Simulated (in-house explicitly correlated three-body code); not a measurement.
Computed with an exponentially correlated three-body code. Model: two electrons around a point charge, non-relativistic, variational in 260 exponentially correlated functions (energies converged to about 1e-7 hartree, or 1e-8 relative for large Z).

Command:
```bash
python run_hyl.py task.json out
```
Settings (lengths in bohr, energies in hartree):
```
Z                      5
nuclear_mass           1000
interaction_strength   1
functions              260
states_tried           13
```

Run time, properties included: 22 s on 1 thread of Intel(R) Xeon(R) 6975P-C (Granite Rapids), on a shared host.

**Those bound S and P states to n = 4 that converged, binding against the one-electron ion.**

Given: nuclear charge 5; mass of the centre 1000 electron masses.

Computed: one-electron threshold -12.4875125 hartree.

```
term  energy (hartree)  binding (eV)
1 1S        -22.008415        259.08
2 3S         -14.71914        60.726
2 1S         -14.56392        56.502
2 3P                 ?             ?
2 1P       -14.4616726         53.72
3 3S        -13.439654        25.909
3 1S       -13.3985852        24.792
3 3P       -13.3969774        24.748
3 1P                 ?             ?
4 3S       -13.0133193        14.308
4 1S       -12.9967246        13.856
4 3P       -12.9959705        13.836
4 1P       -12.9843815         13.52
```

(1) What belongs in the row 2 3P?

(2) What belongs in the row 3 1P?

**Converged states only, values per electron or pair.**

```json
{"term": "1 1S", "mean r (bohr)": "0.32489", "mean r squared (bohr²)": "0.14226", "mean inverse r (1/bohr)": "4.6829", "mean r12 (bohr)": "0.48283", "mean inverse r12 (1/bohr)": "2.8123", "mean cosine": "-0.026054", "mean p1 dot p2 (bohr⁻²)": "0.54345", "delta r1 (bohr⁻³)": "34.654", "delta r12 (bohr⁻³)": "3.3042"}
{"term": "2 3S", "mean r (bohr)": "?", "mean r squared (bohr²)": "?", "mean inverse r (1/bohr)": "?", "mean r12 (bohr)": "?", "mean inverse r12 (1/bohr)": "?", "mean cosine": "?", "mean p1 dot p2 (bohr⁻²)": "?", "delta r1 (bohr⁻³)": "?", "delta r12 (bohr⁻³)": "-"}
{"term": "2 1S", "mean r (bohr)": "?", "mean r squared (bohr²)": "?", "mean inverse r (1/bohr)": "?", "mean r12 (bohr)": "?", "mean inverse r12 (1/bohr)": "?", "mean cosine": "?", "mean p1 dot p2 (bohr⁻²)": "?", "delta r1 (bohr⁻³)": "?", "delta r12 (bohr⁻³)": "?"}
{"term": "2 3P", "mean r (bohr)": "0.74905", "mean r squared (bohr²)": "0.92359", "mean inverse r (1/bohr)": "3.009", "mean r12 (bohr)": "1.2623", "mean inverse r12 (1/bohr)": "0.97048", "mean cosine": "-0.065975", "mean p1 dot p2 (bohr⁻²)": "-1.2672", "delta r1 (bohr⁻³)": "19.592", "delta r12 (bohr⁻³)": "-"}
{"term": "2 1P", "mean r (bohr)": "0.7846", "mean r squared (bohr²)": "1.0253", "mean inverse r (1/bohr)": "2.9923", "mean r12 (bohr)": "1.2968", "mean inverse r12 (1/bohr)": "0.99986", "mean cosine": "0.031979", "mean p1 dot p2 (bohr⁻²)": "1.1452", "delta r1 (bohr⁻³)": "19.884", "delta r12 (bohr⁻³)": "0.10969"}
{"term": "3 3S", "mean r (bohr)": "1.729", "mean r squared (bohr²)": "5.7199", "mean inverse r (1/bohr)": "2.7281", "mean r12 (bohr)": "3.1775", "mean inverse r12 (1/bohr)": "0.402", "mean cosine": "-0.0026043", "mean p1 dot p2 (bohr⁻²)": "0.010061", "delta r1 (bohr⁻³)": "20.31", "delta r12 (bohr⁻³)": "-"}
{"term": "3 1S", "mean r (bohr)": "1.7967", "mean r squared (bohr²)": "6.2207", "mean inverse r (1/bohr)": "2.7224", "mean r12 (bohr)": "3.3099", "mean inverse r12 (1/bohr)": "0.42683", "mean cosine": "-0.0036271", "mean p1 dot p2 (bohr⁻²)": "0.01228", "delta r1 (bohr⁻³)": "20.273", "delta r12 (bohr⁻³)": "0.14783"}
{"term": "3 3P", "mean r (bohr)": "1.6748", "mean r squared (bohr²)": "5.4191", "mean inverse r (1/bohr)": "2.7229", "mean r12 (bohr)": "3.0729", "mean inverse r12 (1/bohr)": "0.43494", "mean cosine": "-0.01662", "mean p1 dot p2 (bohr⁻²)": "-0.30638", "delta r1 (bohr⁻³)": "19.773", "delta r12 (bohr⁻³)": "-"}
{"term": "3 1P", "mean r (bohr)": "1.7259", "mean r squared (bohr²)": "5.7814", "mean inverse r (1/bohr)": "2.7183", "mean r12 (bohr)": "3.1664", "mean inverse r12 (1/bohr)": "0.44531", "mean cosine": "0.0082283", "mean p1 dot p2 (bohr⁻²)": "0.30862", "delta r1 (bohr⁻³)": "19.844", "delta r12 (bohr⁻³)": "0.036428"}
{"term": "4 3S", "mean r (bohr)": "3.0054", "mean r squared (bohr²)": "18.4", "mean inverse r (1/bohr)": "2.6259", "mean r12 (bohr)": "5.7214", "mean inverse r12 (1/bohr)": "0.23284", "mean cosine": "-0.0011003", "mean p1 dot p2 (bohr⁻²)": "0.0038925", "delta r1 (bohr⁻³)": "20.03", "delta r12 (bohr⁻³)": "-"}
{"term": "4 1S", "mean r (bohr)": "3.0958", "mean r squared (bohr²)": "19.588", "mean inverse r (1/bohr)": "2.6236", "mean r12 (bohr)": "5.901", "mean inverse r12 (1/bohr)": "0.24276", "mean cosine": "-0.0015458", "mean p1 dot p2 (bohr⁻²)": "0.0049772", "delta r1 (bohr⁻³)": "20.018", "delta r12 (bohr⁻³)": "0.061851"}
{"term": "4 3P", "mean r (bohr)": "2.9755", "mean r squared (bohr²)": "18.172", "mean inverse r (1/bohr)": "2.6238", "mean r12 (bohr)": "5.663", "mean inverse r12 (1/bohr)": "0.24588", "mean cosine": "-0.0066212", "mean p1 dot p2 (bohr⁻²)": "-0.12058", "delta r1 (bohr⁻³)": "19.81", "delta r12 (bohr⁻³)": "-"}
{"term": "4 1P", "mean r (bohr)": "3.0432", "mean r squared (bohr²)": "19.049", "mean inverse r (1/bohr)": "2.6219", "mean r12 (bohr)": "5.795", "mean inverse r12 (1/bohr)": "0.25043", "mean cosine": "0.0033024", "mean p1 dot p2 (bohr⁻²)": "0.12568", "delta r1 (bohr⁻³)": "19.838", "delta r12 (bohr⁻³)": "0.015911"}
```

(3) What belongs in the row 2 3S?

(4) What belongs in the row 2 1S?

Answers

(1) energy (hartree): -14.5598437; binding (eV): 56.391.

(2) energy (hartree): -13.3690361; binding (eV): 23.987.

(3) mean r (bohr): 0.82799; mean r squared (bohr²): 1.1302; mean inverse r (1/bohr): 3.0279; mean r12 (bohr): 1.4035; mean inverse r12 (1/bohr): 0.84044; mean cosine: -0.0082273; mean p1 dot p2 (bohr⁻²): 0.037512; delta r1 (bohr⁻³): 21.527.

(4) mean r (bohr): 0.87381; mean r squared (bohr²): 1.2814; mean inverse r (1/bohr): 3.0063; mean r12 (bohr): 1.4825; mean inverse r12 (1/bohr): 0.93481; mean cosine: -0.011485; mean p1 dot p2 (bohr⁻²): 0.042008; delta r1 (bohr⁻³): 21.347; delta r12 (bohr⁻³): 0.50382.
